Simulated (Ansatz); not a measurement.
A CCSD(T) single point on the Ge atom.

```yaml
crystal:
  periodic: [false, false, false]
  atoms:
    - {symbol: Ge, position_ang: [0.000000, 0.000000, 0.000000]}
basis:
  gaussian: {orbitals: def2-SVP}
magnetization: {spin_polarized: true, initial_magnetization: 2}
correlation: {method: ccsd_t}
scf: {omitted_lower_state_checks: [cluster_reference]}
```

```sh
$ ansatz run in.yaml --threads 2 --pin off --events-out ev --progress --plain
```

The program prints (abridged):

```
Functional definition: HF
220 factors; integrals over basis functions are off by at most 4.1e-4 eV
mean field evaluation 1: about -56465.0310 eV, gradient 3.6e0 eV
mean field evaluation 2: about -56465.0311 eV, gradient 3.6e0 eV
mean field evaluation 4: about -56465.2059 eV, gradient 1.1e-1 eV
mean field evaluation 8: about -56465.2061 eV, gradient 1.5e-6 eV
mean field -56465.20606705 eV, -2075.0580494726 hartree, gradient 1.5e-6 eV, S^2 2.009032; 4 other end points of the search recorded, 0 dependent functions left out
9 core orbitals not correlated: weight in the atoms' cores, before any rotation towards them, 1.000 or more for the frozen orbitals, at most 0.000 for the correlated occupied ones
reference -56465.20606705 eV, -2075.0580494726 hartree; 8, 6 occupied and 15, 17 virtual orbitals, 220 factors
second order -4.66427452 eV of doubles, -0.00000000 eV of singles
cycle   1  -4.57283183 eV  change    9.1e-2 eV  update   6.1e-2
cycle   2  -4.78456028 eV  change   -2.1e-1 eV  update   2.1e-2
cycle   3  -4.80204386 eV  change   -1.7e-2 eV  update   8.3e-3
cycle   4  -4.80313980 eV  change   -1.1e-3 eV  update   2.0e-3
cycle   5  -4.80429325 eV  change   -1.2e-3 eV  update   3.8e-4
cycle   6  -4.80415997 eV  change    1.3e-4 eV  update   1.0e-4
cycle   7  -4.80413076 eV  change    2.9e-5 eV  update   1.5e-5
cycle   8  -4.80414168 eV  change   -1.1e-5 eV  update   2.5e-6
perturbative correction -0.12151858 eV, -0.0044657254 hartree
Total energy: -56470.13172730 eV, -2075.2390641482 hartree
Checks for a lower state left out: cluster_reference
```

It took 0.5 s on 2 threads of a server CPU on a shared host, with 0.09 GiB of host memory at the peak.

MP2 recovers 94.7 % of the CCSD(T) correlation energy and the triples give 2.5 %; T1 = 0.0075.
